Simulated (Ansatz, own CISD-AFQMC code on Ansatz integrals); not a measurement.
C2H5NO, SMILES `[H]/N=C\OC` (C–O–C–N torsion 0°) (charge 0, multiplicity 1).

Cartesian coordinates (Å):
```xyz
9

C     -1.1003     0.1760    -0.2700
O     -0.0775    -0.7657    -0.5809
C      1.1350    -0.5787    -0.0089
N      1.5339     0.3173     0.7824
H     -1.9807    -0.1453    -0.8193
H     -1.3186     0.1798     0.8009
H     -0.8176     1.1826    -0.5885
H      1.8057    -1.3690    -0.3356
H      0.8200     1.0029     1.0199
```
Charge 0, multiplicity 1.

Frozen-core correlation energies in cc-pVDZ at a geometry from B3LYP-D3(BJ)/def2-TZVP, on an HF energy of -207.94696 Ha (<S^2> = 0.00). Wave-function levels are from Ansatz, the walk from an own CISD-AFQMC code on Ansatz integrals (time step 0.005/Ha, trial state from CCSD amplitudes, largest double 0.09).

| level | correlation energy (mHa) |
|---|---|
| MP2 | -623.6 |
| CCSD | -658.3 |
| CCSD(T) | -679.1 |

What correlation energy does phaseless AFQMC give, and where does it lie among these levels?

-681.0 ± 0.4 mHa (one standard error). AFQMC minus each level: MP2 -57.4 mHa, CCSD -22.7 mHa, CCSD(T) -1.9 mHa.
